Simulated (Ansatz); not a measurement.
Computed with Ansatz on PBE0-D4/def2-TZVP structures; ΔE is electronic, products minus reactants. CCSD(T)/CBS adds triple-zeta CCSD(T) − MP2 to the extrapolated MP2 energy (def2 sets, frozen cores). This one scheme is used for every species. For As outer-core shells are correlated without core-valence functions, which leaves a few kJ/mol of doubt a bond. Scalar relativity is left out up to krypton. Each species was taken in one conformer, which may not be the lowest.

Reaction (substitution at a C–Si bond): `C[Si]F` + `N[AsH]O` → `CN[AsH]O` + `F[SiH]`

```tsv
level	ΔE (kJ/mol)
MP2/def2-TZVPP	89.9
CCSD(T)/def2-TZVPP	86.2
```

Task: What does CCSD(T)/CBS give? (Best estimate.)

Result: Ansatz gave: +89.7 kJ/mol. The listed levels differ from it by 0.2, -3.5 kJ/mol.

Largest T1 diagnostic among the species: 0.015.

The D4 term adds −3.2 kJ/mol with B3LYP and −1.9 kJ/mol with PBE0; it sums over pairs of atoms, weighted by their polarisabilities, and B3LYP, whose exchange is more repulsive, gets the larger term.

B3LYP here is the variant with VWN-RPA as its local correlation; programs differ in this.
